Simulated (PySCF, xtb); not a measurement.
C4H12OSi, SMILES CC[Si@H](C)OC.

GFN2-xTB (xtb 6.7.1) at its own geometry gives an orbital gap of 6.39 eV and a dipole moment of 1.57 D.

The structure is a stationary point at ωB97X-D3(BJ)/def2-SVP. The structure was generated by enumeration; whether it is a known compound was not checked. Other conformers were not sampled.

Task: What does PySCF with PBE/def2-TZVP give? (The exact figures need the calculation; the answer reports its results.)

Result: gap 6.33 eV (levels -6.14 and 0.19 eV), dipole 1.54 D.
